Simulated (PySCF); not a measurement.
# Electronic absorption of C6H8F4

Compound: C6H8F4.
SMILES: `FC(F)(F)CC1(F)CCC1`

Theory: TDDFT B3LYP/def2-SVPD, vertical, gas phase, core orbitals frozen in the response (PySCF). Isolated species at its PBE0-D3(BJ)/def2-SVP geometry (one conformer only). Torsions of this conformer, `[F:1][C:2]([F:3])([F:4])[CH2:5][C:6]1([F:7])[CH2:8][CH2:9][CH2:10]1`: F1–C2–C5–C6 -61°, C2–C5–C6–F7 60°.

Task: Predict the UV-vis stick spectrum at this level.

Result: 

```csv
state,E (eV),E (kJ/mol),λ (nm),f,"main configurations (H = HOMO, L = LUMO)"
S1,8.12,783,152.7,0.035,H→L (98%)
S2,8.24,795,150.5,0.019,H-1→L (98%)
S3,8.49,819,146.1,0.0021,H→L+1 (93%)
S4,8.62,832,143.8,0.020,H-1→L+1 (93%)
S5,8.83,852,140.4,0.010,H→L+2 (92%)
S6,8.96,864,138.4,0.0057,"H-2→L (45%), H→L+3 (44%)"
S7,8.99,868,137.9,0.028,"H-1→L+2 (84%), H→L+3 (9%)"
S8,9.01,870,137.5,0.0040,"H-3→L (28%), H-2→L (26%), H→L+3 (25%)"
S9,9.03,871,137.3,0.011,"H-3→L (42%), H-2→L (22%), H→L+3 (16%)"
S10,9.10,878,136.3,0.0066,"H-1→L+3 (70%), H-3→L (24%)"
```

Triplets (Tamm–Dancoff): T1 8.00 eV, H→L (95%); T2 8.12 eV, H-1→L (96%); T3 8.28 eV, H→L+1 (76%); T4 8.36 eV, H-1→L+1 (77%).

The lowest singlet comes at 153 nm (783 kJ/mol) in the vacuum ultraviolet; it is of moderate strength; its leading configuration is HOMO→LUMO (98%). The lowest level is also the most intense of those listed (f = 0.035). Löwdin shares by element: HOMO carbon 55% or more, fluorine 17% or more (atoms not listed hold the other 28%); LUMO carbon 24% or more, hydrogen 22% or more (atoms not listed hold the other 54%). Of the 10 states listed, 6 reach f = 0.01 and none stays under 0.0005. Orbital energies (eV): HOMO-3 -9.77, HOMO-2 -9.72, HOMO-1 -8.93, HOMO -8.81, LUMO 0.20, LUMO+1 0.67, LUMO+2 0.98. Weighted by f, the mean energy of these states is 8.61 eV. No computed singlet lies in the visible range (380 to 750 nm); the lowest, at 153 nm, stands 4.85 eV above its violet end (3.26 eV). The vertical ionisation energy (ΔSCF) is 10.99 eV, 1.89 eV above S10. The window holds the lowest 10 singlets.

Without π bonds the low states are Rydberg-like; a valence basis with one diffuse set may place them up to an eV too high.
